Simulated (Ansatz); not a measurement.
`CB[SiH]([SiH3])Cl` + `C[O][Al]([OH])[F]` → `C[O][Al]([F])[O][SiH3]` + `CB[SiH2]Cl`  (cleavage of the Si–Si bond)

Calculated with Ansatz (gas phase, PBE0-D4/def2-TZVP geometries, no zero-point term in ΔE). CBS: MP2 limit from def2 TZ/QZ plus the TZ coupled-cluster correction, frozen cores. This one scheme is used for every species. Functionals use def2-TZVPP. B3LYP here is the variant with VWN-RPA as its local correlation; programs differ in this. One conformer a species, not always the lowest.

```csv
level,ΔE (kcal/mol)
B3LYP-D4,-22.6
PBE,-16.6
```

Question: What does CCSD(T)/CBS give? (Estimate.)

Answer: Ansatz gave: -23.0 kcal/mol. The listed levels differ from it by 0.4, 6.4 kcal/mol.

Largest T1 diagnostic among the species: 0.012.

The D4 term adds +1.4 kcal/mol with B3LYP and +0.8 kcal/mol with PBE0; it sums over pairs of atoms, weighted by their polarisabilities, and B3LYP, whose exchange is more repulsive, gets the larger term. In def2-TZVPP, CCSD(T) changes the Hartree–Fock value by +8.6 kcal/mol (the triples alone add +1.3 kcal/mol) and MP2 by +7.5 kcal/mol.
